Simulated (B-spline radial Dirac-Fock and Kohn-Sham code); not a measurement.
**Run log: Au⁵⁺**

ΔSCF core binding energies without Breit or QED terms, calculated with an atomic code on a B-spline grid.

Input (task.json):

```json
{"items": [{"Z": 79, "q": 5, "cfg": [[1, 0, 2], [2, 0, 2], [2, 1, 6], [3, 0, 2], [3, 1, 6], [3, 2, 10], [4, 0, 2], [4, 1, 6], [4, 2, 10], [4, 3, 14], [5, 0, 2], [5, 1, 6], [5, 2, 6]], "A": 197, "rrms": 5.4371, "do": "settings", "holes": ["K", "L3", "M5"],
  "settings": [{"rel": "nr", "method": "hf", "nuc": "fermi", "radius_factor": 1.0, "rmax": 45.0, "h": 0.3, "order": 8, "points": 10, "c_factor": 1.0, "maxit": 60, "damp": 0.5, "ndamp": 3, "tol": 1e-08}]}]}
```

Command: `python xray2_run.py task.json out`

Ground-state iterations:

```
iter   energy (Ha)        error
   1   -17851.31880689  3.28e+00
   2   -17856.49883578  4.99e-01
   3   -17859.10779366  6.98e-02
   4   -17859.16372079  2.29e-02
   5   -17859.16839999  5.41e-03
   6   -17859.16869263  3.04e-03
   7   -17859.16876181  1.71e-04
   8   -17859.16876225  3.05e-05
   9   -17859.16876226  1.33e-06
  10   -17859.16876226  1.97e-07
```

The ground state converged in 10 iterations, with total energy -17859.16876 Ha, virial ratio 2.00000 and highest orbital energy -79.51 eV. ΔSCF binding energies: K (1s) 73649.6 eV, L3 (2p3/2) 11963.2 eV, M5 (3d5/2) 2347.0 eV.
